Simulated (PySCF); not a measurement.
A GIAO shielding run with PySCF 2.14 (density fitting, non-relativistic, gas phase) on SMILES CO[Si@H](C#C)OCC[SiH3], C5H12O2Si2:

```
$ OMP_NUM_THREADS=1 python probes_run.py task.json out

{"job": {"kind": "nmr", "xc": "PBE0", "basis": "pcSseg-1"}, "charge": 0, "multiplicity": 1}
C     -2.839670     2.224503     0.798699
C     -2.163781     1.231792     0.740296
Si    -1.124531    -0.311629     0.635518
O     -1.515318    -1.227291    -0.635088
C     -2.769396    -1.760459    -0.908010
O      0.413916     0.009033     0.273918
C      1.265343     0.850230     0.998019
C      2.538831     1.032378     0.196032
Si     2.944199    -0.630907    -0.645499
H     -3.430361     3.094461     0.848505
H     -1.271450    -1.013125     1.917289
H     -2.719032    -2.266656    -1.872435
H     -3.528373    -0.974810    -0.949741
H     -3.062092    -2.479902    -0.138800
H      0.758185     1.801634     1.203867
H      1.487365     0.380712     1.965277
H      3.339415     1.379362     0.847270
H      2.385734     1.799377    -0.562679
H      2.873870    -1.703116     0.348601
H      2.074832    -0.887876    -1.787301
H      4.333392    -0.530767    -1.119507
```

Hardware: 1 thread of an Intel Xeon, shared host. The job also computes population analyses, field gradients.

**Question.** How large is the calculation?

**Answer.** 86 electrons, 227 basis functions and 1223 auxiliary functions.

**Question.** How long does it take, and how much memory does it need?

**Answer.** 2.1 min of wall time, with 15 SCF cycles and 5 response iterations; peak memory 1.1 GiB. Times on a shared host scatter by some tens of per cent.
